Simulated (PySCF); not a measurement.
A calculated (r2SCAN, PySCF 2.14, x2c-TZVPPall, the spin-free X2C one-electron Hamiltonian (Gaussian nucleus)) atom or ion has these occupied shells.

```tsv
shell	electrons	orbital energy (eV)	rms radius, mean of both spins (bohr)
1s α	1	-5381.9	0.0768
1s β	1	-5381.9	0.0768
2s α	1	-610.27	0.334
2s β	1	-609.10	0.334
2p α	3	-508.17	0.304
2p β	3	-507.24	0.304
3s α	1	-73.480	1.02
3s β	1	-70.280	1.02
3p α	3	-46.285	1.11
3p β	3	-42.974	1.11
3d α	3	-6.863	1.61
4s α	1	-5.135	3.69
4s β	1	-4.342	3.69
```

(1) Name the element and its charge.

Answers

(1) V (vanadium, neutral), in [Ar] 3d3 4s2, high-spin 4F determinant.
